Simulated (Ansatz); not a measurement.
Ansatz (a program for electronic structure) input for K(OH) (HKO), SMILES [K][OH], CAM-B3LYP/def2-TZVPD. The structure is a stationary point at PBE-D3(BJ)/def2-TZVPD. The isomer is the one that the SMILES or the coordinates give; other isomers of the formula were not compared.

Ansatz 0.2 input:
```yaml
crystal:
  periodic: [false, false, false]
  atoms:
    - {symbol: K, position_ang: [0.00000000, 0.00000000, -0.75187778]}
    - {symbol: O, position_ang: [0.00000000, 0.00000000, 1.47993174]}
    - {symbol: H, position_ang: [0.00000000, 0.00000000, 2.44622390]}
basis:
  gaussian:
    orbitals: def2-TZVPD
hamiltonian:
  xc: {name: CAM-B3LYP}
```

Log of the run:

```
WARN ansatz: RAYON_NUM_THREADS=1 ignored (pool sized by the plan → 1); use --threads N
Functional definition: CAM-B3LYP
integrals: 0.02 GiB planned
603 factors; their error is unknown
integrals: 0.06 GiB planned
227 factors; integrals over basis functions are off by at most 2.6e-5 eV
mean field: 0.24 GiB planned
mean field evaluation 1: about -18381.0404 eV, gradient 6.9e1 eV
mean field evaluation 2: about -18248.1819 eV, gradient 1.6e2 eV
mean field evaluation 4: about -18389.1744 eV, gradient 1.2e1 eV
mean field evaluation 8: about -18389.4772 eV, gradient 6.7e-1 eV
mean field evaluation 16: about -18389.5445 eV, gradient 1.2e-4 eV
mean field -18389.54454133 eV, -675.8032970130 hartree, gradient 1.6e-5 eV, S^2 0.000000; 0 other end points of the search recorded, 0 dependent functions left out
reference -18389.54465116 eV, -675.8033010490 hartree; 14, 14 occupied and 71, 71 virtual orbitals, 603 factors
Total energy: -18389.54465116 eV, -675.8033010490 hartree
```

The calculation finished and met its thresholds.
